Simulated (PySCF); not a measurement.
First SCF of a structure search on singlet RuO(OH)₂, at a hand-made T-shaped (ligand arrangement 1) (heavy-atom frame) geometry. PySCF input:

```python
from pyscf import gto, scf, dft
mol = gto.M(atom='''
Ru     0.000000     0.000000     0.000000
O      0.000000     0.000000     1.710000
O      1.878900     0.000000     0.065600
O     -1.878900     0.000000     0.065600
H      2.495600    -0.735400     0.087100
H     -2.495600     0.735400     0.087100''',
    basis={'Ru': 'def2-TZVP', 'O': 'def2-TZVP', 'H': 'def2-TZVP'},
    ecp={'Ru': 'def2-TZVP'},
    charge=0, spin=0)
mf = dft.RKS(mol, xc='PBE0')
mf.grids.atom_grid = (50, 194)
aux = {'Ru': 'def2-universal-JKFIT', 'O': 'def2-universal-JKFIT', 'H': 'def2-universal-JKFIT'}
mf = mf.density_fit(auxbasis=aux)
mf.conv_tol = 1e-08
mf.diis_space = 10
mf.max_cycle = 60
mf.init_guess = 'minao'
mf.verbose = 4
mf.kernel()
```

Excerpt of the output (cycles and frontier levels):

```
init E= -313.676408234948
  HOMO = -0.592845632155399  LUMO = -0.58003458538837  gap/eV = 0.34861
cycle= 1 E= -321.175255068497  delta_E= -7.5  |g|= 1.31  |ddm|= 4.86
  HOMO = -0.0264622363344819  LUMO = -0.0214188788285676  gap/eV = 0.13724
cycle= 2 E= -320.297293543649  delta_E= 0.878  |g|= 2.44  |ddm|= 2.73
  HOMO = -0.241102189924828  LUMO = -0.132001610059981  gap/eV = 2.96878
cycle= 3 E= -321.115209996573  delta_E= -0.818  |g|= 1.47  |ddm|= 2.18
  HOMO = -0.24119133227681  LUMO = -0.161090706630854  gap/eV = 2.17965
cycle= 4 E= -321.500666632842  delta_E= -0.385  |g|= 0.246  |ddm|= 0.651
  HOMO = -0.265310796455555  LUMO = -0.192581125771422  gap/eV = 1.97908
cycle= 5 E= -321.490431253843  delta_E= 0.0102  |g|= 0.336  |ddm|= 0.336
  HOMO = -0.246340331945991  LUMO = -0.162827743442097  gap/eV = 2.27249
cycle= 6 E= -321.512137815044  delta_E= -0.0217  |g|= 0.0167  |ddm|= 0.202
  HOMO = -0.246999454611352  LUMO = -0.163488232028429  gap/eV = 2.27246
cycle= 7 E= -321.512188846897  delta_E= -5.1e-05  |g|= 0.00497  |ddm|= 0.0152
  HOMO = -0.247497856276777  LUMO = -0.163965127303313  gap/eV = 2.27304
cycle= 8 E= -321.512192924544  delta_E= -4.08e-06  |g|= 0.00329  |ddm|= 0.00537
  HOMO = -0.247512597187519  LUMO = -0.163815852485357  gap/eV = 2.27750
cycle= 9 E= -321.512195111307  delta_E= -2.19e-06  |g|= 0.000795  |ddm|= 0.00174
  HOMO = -0.24753073324818  LUMO = -0.163785016384519  gap/eV = 2.27884
cycle= 10 E= -321.512195274359  delta_E= -1.63e-07  |g|= 0.000226  |ddm|= 0.00082
  HOMO = -0.24752725249316  LUMO = -0.163788041506713  gap/eV = 2.27866
cycle= 11 E= -321.512195285439  delta_E= -1.11e-08  |g|= 4.91e-05  |ddm|= 0.000154
  HOMO = -0.247523177656984  LUMO = -0.163785909006765  gap/eV = 2.27861
cycle= 12 E= -321.512195286422  delta_E= -9.83e-10  |g|= 8.33e-06  |ddm|= 8.97e-05
  HOMO = -0.247524495965052  LUMO = -0.163786222423256  gap/eV = 2.27863
Extra cycle  E= -321.512195286297  delta_E= 1.24e-10  |g|= 3.15e-05  |ddm|= 2.73e-05
converged SCF energy = -321.512195286297
```

No lower solution of this spin was found from smeared starts or by a stability analysis within the restricted form, which does not test spin polarisation.

At the minimum of this search the closed-shell solution is unstable towards spin polarisation, so a lower open-shell solution exists.

The search for the lowest solution, 3 starts and the stability check together, took 6.9 s on 4 threads of a shared AMD EPYC 9R45 96-Core (Zen 5) host, with 145 basis functions; the process peaked at 0.74 GiB. Launch command: `OMP_NUM_THREADS=4 python axn.py task.json out`.
